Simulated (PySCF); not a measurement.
A structure optimised at PBE0-D3(BJ)/def2-SVP (Å):
```
atom  x, y, z in Å
C1     3.9815    0.4616    1.4102
C2     2.8919    0.1817    0.9458
C3     1.6651   -0.1353    0.4232
C4     0.5715   -0.4255   -0.0458
Ge5   -1.1515   -0.8397   -0.7511
C6    -2.3868    0.5889   -0.2794
H7     4.9437    0.7069    1.8207
H8    -1.0096   -0.9809   -2.2766
H9    -1.5900   -2.1858   -0.1483
H10   -2.4526    0.6854    0.8133
H11   -3.3877    0.3710   -0.6791
H12   -2.0363    1.5428   -0.6978
```

Charge 0, singlet.

**Question.** Which heavy atoms are bonded, and with what formal order?

**Answer.** C1–C2 1.22 Å (triple); C2–C3 1.37 Å (single); C3–C4 1.22 Å (triple); C4–Ge5 1.91 Å (single); Ge5–C6 1.95 Å (single). Bonds to hydrogen (Å): C1–H7 1.07; Ge5–H8 1.54; Ge5–H9 1.54; C6–H10 1.10; C6–H11 1.10; C6–H12 1.10.

**Question.** Which species is it?

**Answer.** `C#CC#[C][GeH2][CH3]`, C5H6Ge.

**Question.** Name the point group.

**Answer.** Cs (every atom within 0.08 Å of its image).

**Question.** Classify the heavy atoms.

**Answer.** C1: terminal alkyne carbon; C2: alkyne carbon; C3: alkyne carbon; C4: alkyne carbon; Ge5: germanium bonded to 2 C and 2 H; C6: sp3 carbon bound to germanium.

**Question.** What is the arrangement about C1?

**Answer.** It has 2 neighbours (C2, H7) and is linear (angle 179.9°).

**Question.** What is the arrangement about C6?

**Answer.** It has 4 neighbours (Ge5, H10, H11, H12) and is tetrahedral (angles from 108.8° to 110.1°).

The numbers are calculated, not measured.
